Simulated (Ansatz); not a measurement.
Caution, from a PySCF single point (TPSSh-D3(BJ)/def2-TZVPD) at this geometry: the highest occupied level lies above zero, so the state may not be bound. Another site gives an ion 0.66 eV lower (`C[SiH2-]`) at the level frozen-core CCSD(T)/aug-cc-pVTZ // B3LYP-D3(BJ)/def2-TZVPD (Ansatz, a program for electronic structure).

Species: CH₅Si, SMILES `[CH2-][SiH3]` (not the most acidic site) (charge -1, multiplicity 1).

Question: Give a relaxed geometry from B3LYP-D3(BJ)/def2-TZVPD (Ansatz).

Answer: the end point of this relaxation (outside a Z-matrix the atoms follow the SMILES, hydrogens last).
Z-matrix (Å, degrees):
```
Si
C 1 1.7790
H 2 1.0916 1 118.28
H 2 1.0916 3 112.33 1 143.38
H 1 1.5117 2 112.81 3 -168.98
H 1 1.5117 5 105.29 2 -123.43
H 1 1.5451 5 98.89 6 -101.83
```
